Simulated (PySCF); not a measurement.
Br₂Mn, neutral, multiplicity 6. Atoms are numbered in the order given.

```xyz
3

Mn     0.0000     0.0000     0.0000
Br     0.0000     0.0000    -2.3295
Br     0.0000     0.0000     2.3295
```
Charge 0, spin multiplicity 6.

Geometry: PBE0-D3(BJ)/def2-SVP. The spin state was assumed, not searched.

Computed with r2SCAN/def2-TZVPD (PySCF).

Mulliken values depend strongly on the basis, most of all with diffuse functions as here. ESP charges are fitted to the potential on shells at 1.4 to 2.0 van der Waals radii. Atomic charges (e):

```
atom  Mulliken  ESP fit  meta-Löwdin  Mulliken spin
----  --------  -------  -----------  -------------
Mn1       0.44     0.53            …           5.05
Br2      -0.22    -0.27            …          -0.03
Br3      -0.22    -0.27            …          -0.03
```

Question: What belongs in the gaps? (An estimate is asked for; the answer gives what the named calculation found.)

Answer: 
- Mn1, meta-Löwdin: 1.17
- Br2, meta-Löwdin: -0.59
- Br3, meta-Löwdin: -0.59
